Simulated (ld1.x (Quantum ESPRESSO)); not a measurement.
## Mo (Z = 42): excitation energies, all-electron against TM

ld1.x (Quantum ESPRESSO) 7.5 input, shortened:

```
&input
   title='Mo', zed=42., rel=1, dft='PBE', iswitch=3,
   config='[Kr] 4d3 5s0 5p0'
 /
 &inputp
   pseudotype=2, tm=.true., lloc=0,
   nlcc=.true.
 /
3
4P  2  1   6.00   0.00  1.40  1.40  0.0
4D  3  2   3.00   0.00  2.40  2.40  0.0
4S  1  0   2.00   0.00  1.25  1.25  0.0
 &test
   configts(1)='4s2 4p6 4d3 5s0 5p0'
 /
```

Energies are relative to the spin-unpolarised reference configuration 4s2 4p6 4d3 5s0 5p0; without spin polarisation the order of configurations can differ from experiment.

| valence configuration | charge | ΔE all-electron (eV) | error AE − PS (meV) |
| --- | --- | --- | --- |
| 4s2 4p6 4d5 5s1 5p0 | 0 | -49.096 | +101 |
| 4s2 4p6 4d4 5s0 5p0 | +2 | -26.744 | +15 |
| 4s2 4p6 4d5 5s0 5p1 | 0 | -45.956 | +52 |
| 4s1 4p6 4d5 5s1 5p0 | +1 | 21.104 | +59 |
| 4s2 4p6 4d4 5s2 5p0 | 0 | -48.897 | +208 |
| 4s2 4p6 4d2 5s0 5p0 | +4 | 39.504 | +33 |

(1) What are ΔE and the potential's error for 4s2 4p6 4d5 5s0 5p0?

Answers

(1) ΔE = -42.206 eV all-electron; the error (AE − PS) is +29 meV.
